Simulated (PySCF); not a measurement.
Some computed properties have been withheld. Give your best values.

C8H14.
SMILES: `C1C[C@H]2CCC[C@H]2C1`

| property | level | value |
| --- | --- | --- |
| point group | PBE0-D3(BJ)/def2-SVP | Cs |
| rotational constants A, B, C | PBE0-D3(BJ)/def2-SVP | 3.453, 1.984, 1.527 GHz |
| dipole moment | B3LYP/def2-SVPD | ? |
| HOMO energy | B3LYP/def2-SVPD | -8.39 eV |
| LUMO energy | B3LYP/def2-SVPD | ? |
| lowest singlet excitation | TDDFT B3LYP/def2-SVPD | 7.96 eV (156 nm, f = 0.009) |
| lowest triplet excitation (Tamm–Dancoff) | TDA B3LYP/def2-SVPD | 7.73 eV |
| static isotropic polarisability | B3LYP/def2-SVPD | 89.3 au |
| vertical ionisation energy | ΔSCF B3LYP/def2-SVPD | 10.42 eV |
| electronic spatial extent ⟨r²⟩ about the centre of nuclear charge | B3LYP/def2-SVPD | 930 bohr² |
| 13C chemical shifts (computed TMS as zero) by class | GIAO KT3/pcSseg-1 | 45.7 (2 C), 36.7 (4 C), 28.7 (2 C) ppm |
| 1H chemical shifts (computed TMS as zero) by class | GIAO KT3/pcSseg-1 | ? |

Electronic properties: PySCF, gas phase, density fitting. One conformer (not necessarily the lowest) at the PBE0-D3(BJ)/def2-SVP geometry, without solvent or vibrations. NMR classes are plain means over equivalent atoms (diastereotopic ones count apart unless rotation or inversion swaps them), as if these changed places fast; in this geometry the members of some classes differ.

Task: The dipole moment?

Result: 0.11 D.

Task: What is the LUMO energy?

Result: 0.48 eV.

Task: Give the 1H chemical shifts (computed TMS as zero) by class.

Result: 2.29 (2 H), 1.66 (4 H), 1.48 (2 H), 1.30 (2 H), 1.13 (4 H) ppm.

A dipole of 0.11 D is allowed in Cs, and pure rotational transitions are dipole-allowed. The ΔSCF ionisation energy exceeds −ε(HOMO) by 2.03 eV with B3LYP. The 10 singlets span 7.96 to 8.53 eV, and their oscillator strengths add up to 0.11.
